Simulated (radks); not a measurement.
Radial electron density D(r) = 4 pi r^2 rho(r) of an atom or ion with 12 electrons. All-electron calculation, scalar-relativistic Kohn-Sham, BLYP, spin-polarised, spherical densities, point nucleus. Program: a radial shooting solver on a logarithmic mesh with Libxc functionals.

| r (bohr) | D(r) (e/bohr) |
|---|---|
| 0.00134 | 1.422 |
| 0.001663 | 2.088 |
| 0.002064 | 3.045 |
| 0.002582 | 4.465 |
| 0.003205 | 6.392 |
| 0.003977 | 9.035 |
| 0.004976 | 12.72 |
| 0.006176 | 17.35 |
| 0.007665 | 23.09 |
| 0.009589 | 30.09 |
| 0.0119 | 37.40 |
| 0.01477 | 44.42 |
| 0.01848 | 50.11 |
| 0.02293 | 52.72 |
| 0.02846 | 51.73 |
| 0.03561 | 47.57 |
| 0.0442 | 43.11 |
| 0.05485 | 41.89 |
| 0.06862 | 46.58 |
| 0.08517 | 54.86 |
| 0.1057 | 60.10 |
| 0.1322 | 54.92 |
| 0.1641 | 39.50 |
| 0.2037 | 22.27 |
| 0.2548 | 11.83 |
| 0.3163 | 8.920 |
| 0.3925 | 6.979 |
| 0.4911 | 3.537 |
| 0.6095 | 1.017 |
| 0.7564 | 0.1467 |
| 0.9464 | 0.008383 |
| 1.175 | 0.0001834 |

What is the nuclear charge?

Answer. Z = 42. The innermost maximum, from 1s, lies near gamma/Z bohr with gamma = sqrt(1 - (Z/c)^2) = 0.952, here 0.0227 bohr (found: 0.0241), and its height grows with Z. The density is that of the molybdenum ion Mo30+ in [Ne] 3s2; the configuration itself is not fixed sharply by these data, and Z only to a few units. D(r) has 2 maxima, at r = 0.0241, 0.108 bohr, and minima at 0.0519 bohr, inside which lie 2.08 electrons.
